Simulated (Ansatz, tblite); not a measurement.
Forces on B₄P₄H₁₆, a cluster cut from zinc blende BP (hydrogen-capped) at its r2SCAN-D4/def2-SVP geometry. Charge 0, multiplicity 1.

The xTB rows come from tblite.

GFN2-xTB (tblite), largest force 0.56 eV/Å:

```xyz
24
positions Å, forces eV/Å
B     0.793    1.882    0.876    0.015    0.418    0.020
B    -1.503   -0.143   -1.631   -0.258    0.177   -0.278
B    -1.099   -0.881    1.719   -0.052   -0.299    0.288
B     1.809   -0.858   -0.964    0.294   -0.296   -0.031
P    -0.249    0.820    2.131   -0.001    0.005    0.012
P    -2.136   -0.839    0.073   -0.012   -0.005    0.001
P     2.135    0.841   -0.074    0.012    0.004   -0.001
P     0.251   -0.822   -2.130    0.001   -0.005   -0.012
H     1.353    2.771    1.490   -0.271   -0.339   -0.297
H     0.014    2.294    0.038    0.315   -0.094    0.339
H    -2.300   -0.451   -2.497    0.332    0.193    0.360
H    -1.385    1.060   -1.493   -0.091   -0.452   -0.102
H    -1.840   -1.178    2.637    0.352    0.076   -0.384
H    -0.203   -1.685    1.545   -0.368    0.272    0.119
H     1.571   -1.669   -0.090    0.145    0.275   -0.356
H     2.786   -1.142   -1.631   -0.412    0.070    0.320
H    -1.204    1.722    2.668    0.429   -0.360   -0.040
H     0.507    0.577    3.306   -0.383    0.209   -0.353
H    -3.376   -0.187    0.297    0.382   -0.401   -0.090
H    -2.614   -2.165   -0.092    0.012    0.556    0.076
H     2.735    1.755   -0.978   -0.069   -0.364    0.422
H     3.251    0.604    0.770   -0.324    0.208   -0.408
H     0.568   -0.159   -3.343   -0.117   -0.405    0.371
H     0.135   -2.145   -2.627    0.070    0.556    0.022
```

PBE-D4/def2-TZVP (Ansatz), largest force 0.15 eV/Å:

```
B 0.002 0.012 0.002
B -0.008 0.003 -0.009
B -0.003 -0.008 0.009
B 0.010 -0.007 -0.003
P 0.016 -0.054 -0.141
P 0.142 0.055 -0.005
P -0.141 -0.056 0.005
P -0.017 0.054 0.141
H -0.052 -0.089 -0.057
H 0.065 -0.055 0.070
H 0.078 0.025 0.084
H 0.003 -0.110 0.002
H 0.069 0.032 -0.089
H -0.073 0.083 0.001
H 0.006 0.083 -0.072
H -0.095 0.031 0.062
H -0.010 0.007 0.015
H 0.007 0.005 0.018
H -0.018 0.000 0.006
H -0.014 -0.013 -0.005
H 0.015 0.007 -0.009
H 0.017 0.005 0.008
H 0.007 0.000 -0.018
H -0.004 -0.013 -0.014
```

r2SCAN-D4/def2-TZVP (Ansatz), largest force 0.25 eV/Å:

```
B -0.017 0.112 -0.017
B -0.060 0.074 -0.064
B 0.011 -0.094 0.065
B 0.065 -0.093 0.015
P -0.013 0.041 0.105
P -0.106 -0.042 0.004
P 0.106 0.041 -0.004
P 0.012 -0.041 -0.105
H -0.113 -0.191 -0.124
H 0.158 -0.097 0.170
H 0.168 0.057 0.182
H -0.016 -0.251 -0.019
H 0.151 0.068 -0.193
H -0.181 0.173 0.026
H 0.039 0.175 -0.177
H -0.205 0.066 0.135
H 0.123 -0.122 -0.069
H -0.097 0.036 -0.155
H 0.163 -0.087 -0.025
H 0.062 0.175 0.018
H -0.077 -0.123 0.117
H -0.148 0.035 -0.109
H -0.038 -0.088 0.160
H 0.011 0.175 0.064
```
